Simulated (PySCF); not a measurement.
## Unknowns

Theoretical values (PySCF 2.14.0 with density-fitted response routines): GFN2-xTB geometry, PBE0/pcSseg-1 with gauge-including orbitals. Relativity neglected, one averaged value for each set of equivalent atoms, a single conformation, gas phase.

Shifts are taken against calculated references (same method and geometry level): TMS for ¹H (σ = 31.72 ppm), ¹³C (σ = 186.93 ppm). Splittings of carbon signals by F and P are missing where no couplings were computed. Where no couplings were computed, multiplicities follow the n + 1 count of equivalent neighbours, and m marks all less simple cases (inequivalent or close neighbours, rings, F or P nearby). Shifts are as computed. Against solution values, carbons near 30 ppm lie about +3 ppm off and those near 130 ppm about +5 ppm (rms about the fit 2.1 ppm; single classes can miss by 10 ppm). Of 1328 compounds with measured shifts, 309 miss one by over three times the rms of a fit or turn the order of signals round; such compounds aren't used in these exercises. Signals without a measured value on file couldn't be tested in this way; 1H shifts scatter by 0.2 ppm about their fit, and single ones miss by 0.5 ppm.

(1) C₃H₈F₂O₂Si. ¹H NMR (400 MHz, computed): δ 6.08 (m, 1H), 4.86 (s, 2H), 4.27 (m, 2H), 3.78 (s, 3H). ¹³C{¹H} NMR (computed): δ 120.3 (CH), 67.7 (CH2), 49.8 (CH3). Give a structure.

(2) C₇H₈FN. ¹H NMR (400 MHz, computed): δ 5.62 (m, 1H), 2.19 (m, 1H), 2.15 (m, 1H), 2.09 (m, 1H), 2.05 (m, 1H), 1.56 (m, 1H), 1.19 (m, 1H), 1.19 (m, 1H). ¹³C{¹H} NMR (computed): δ 126.4, 98.1, 34.8, 31.7, 30.7, 16.8, 15.4. Identify the compound.

Results:

(1) SMILES FC(CO[SiH2]OC)F. The formula gives 0 degrees of unsaturation. 3 carbon signals for 3 carbons: no two carbons are equivalent. Carbon types of the structure: 1 × CH, 1 × CH2, 1 × CH3, leaving 2 H on heteroatoms. δC 120.3: sp3 CH bonded to 2 F; 2 electronegative neighbours deshield it. δC 67.7: sp3 CH2 bonded to O; deshielded by the electronegative neighbour. δH 6.08: hydrogen on an sp3 CH bonded to 2 F; its carbon carries F, which withdraws density. δH 4.27: hydrogen on an sp3 CH2 bonded to O; its carbon carries O, which withdraws density.

This is the structure that produced the data.

(2) SMILES N#C[C@@]12CC[C@H](F)[C@@H]1C2. The formula gives 4 degrees of unsaturation (2 rings in the answer). 7 carbon signals for 7 carbons: no two carbons are equivalent. Carbon types of the structure: 2 × C, 2 × CH, 3 × CH2, which accounts for all hydrogens. δC 126.4: nitrile carbon; C≡N carbons fall here, among the sp2 signals but without a proton. δC 98.1: sp3 CH bonded to F; the inductive effect lowers its shielding. δC 31.7, 30.7: sp3 CH2 in a ring; a saturated carbon with 2 carbon neighbours and no heteroatom attached. δH 5.62: hydrogen on an sp3 CH bonded to F; its carbon carries F, which withdraws density.

The shifts were computed for this structure. Such data don't tell enantiomers apart.
